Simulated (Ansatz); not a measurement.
`BCCCl` + `[NH2][GaH2]` → `B[NH][GaH2]` + `CCCl` at 500 K and 1 bar (ligand exchange at a B–C bond).

Isolated molecules relaxed with PBE0-D4/def2-TZVP in Ansatz; ΔE leaves out vibrations. CCSD(T)/CBS is the MP2 limit (def2-TZVPP, def2-QZVPP) plus CCSD(T) − MP2 in def2-TZVPP, frozen cores. For Ga outer-core shells are correlated without core-valence functions, which leaves a few kJ/mol of doubt a bond. Scalar relativity is left out up to krypton. One conformer a species, not always the lowest.

| species | CCSD(T)/CBS energy (Eh) | H − E (kJ/mol) | S (J/(mol·K)) |
| --- | --- | --- | --- |
| `BCCCl` | -564.26783 | 239.2 | 363.1 |
| `[NH2][GaH2]` | -1981.05479 | 130.3 | 302.1 |
| `B[NH][GaH2]` | -2006.47671 | 170.4 | 347.3 |
| `CCCl` | -538.89655 | 203.1 | 312.5 |

H − E and S are ideal-gas, rigid-rotor, harmonic terms from PBE0-D4/def2-TZVP, for one conformer and one mirror image of each species. 1 Eh = 2625.50 kJ/mol, R = 8.31446 J/(mol·K).

Q: By hand: ΔE, ΔH, ΔS and ΔG.

A: ΔE = (-2006.47671) + (-538.89655) − (-564.26783) − (-1981.05479) = -0.05064 Eh = -133.0 kJ/mol. Δ(H − E) = 170.4 + 203.1 − 239.2 − 130.3 = 4.0, so ΔH = -129.0 kJ/mol. ΔS = 347.3 + 312.5 − 363.1 − 302.1 = -5.4 J/(mol·K). ΔG = -129.0 − 500 × (-5.4)/1000 = -126.3 kJ/mol.

Q: By hand: the equilibrium constant, and the temperature at which ΔG would vanish if ΔH and ΔS stayed fixed.

A: log₁₀ K = −ΔG/(RT ln 10) = 13.2. ΔG = 0 at ΔH/ΔS = 23889 K, far beyond where these terms or the molecules hold.

The number of gas molecules stays the same, so ΔS is small and ΔH decides. A doubt of 5 kJ/mol in ΔE shifts log₁₀ K by 0.5 here. Other conformers and mirror images would add mixing entropy, several J/(mol·K) or more a flexible species. These are equilibria of isolated gas molecules and say nothing of rates. Largest T1 diagnostic: 0.014 (customary marks: 0.02 for closed shells, 0.045 for open ones).
